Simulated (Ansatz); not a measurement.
Input and output for AsBF3H3.

```yaml
crystal:
  periodic: [false, false, false]
  atoms:
    - {symbol: F, position_ang: [0.551969, -1.549248, 1.621633]}
    - {symbol: B, position_ang: [1.065479, -1.465777, 0.413780]}
    - {symbol: F, position_ang: [0.557575, -2.183180, -0.564395]}
    - {symbol: F, position_ang: [2.174677, -0.786451, 0.219648]}
    - {symbol: As, position_ang: [-0.713535, 0.996670, -0.299254]}
    - {symbol: H, position_ang: [-0.639297, 2.304094, 0.466227]}
    - {symbol: H, position_ang: [-0.675549, 1.677648, -1.654125]}
    - {symbol: H, position_ang: [-2.229119, 0.949244, -0.259316]}
basis:
  gaussian: {orbitals: pcseg-2}
magnetization: {spin_polarized: true, initial_magnetization: 2}
hamiltonian: {xc: {name: PBEsol}, dispersion: d3bjatm, pseudopotentials: {relativity: scalar}}
```

```sh
$ ansatz run in.yaml --threads 4 --pin off --events-out ev --progress --plain --max-ram 10444MiB
```

It prints (some lines left out):

```
Functional definition: PBEsol
1162 factors; their error is unknown
mean field evaluation 1: about -70164.4579 eV, gradient 4.1e1 eV
mean field evaluation 2: about -70090.4719 eV, gradient 1.2e2 eV
mean field evaluation 4: about -70171.2370 eV, gradient 6.5e0 eV
mean field evaluation 8: about -70171.4410 eV, gradient 2.3e0 eV
mean field evaluation 16: about -70171.4605 eV, gradient 3.4e-2 eV
mean field evaluation 32: about -70171.4605 eV, gradient 5.9e-5 eV
mean field -70171.46052769 eV, -2578.7536104685 hartree, gradient 5.4e-6 eV, S^2 2.003732; 8 other end points of the search recorded, 0 dependent functions left out
reference -70171.46058515 eV, -2578.7536125798 hartree; 35, 33 occupied and 170, 172 virtual orbitals, 1162 factors
Total energy: -70171.51065313 eV, -2578.7554525442 hartree
Relativity: scalar
```

It took 29 s on 4 threads of an AMD EPYC 7B13 on a shared host, with 0.59 GiB of host memory at the peak.
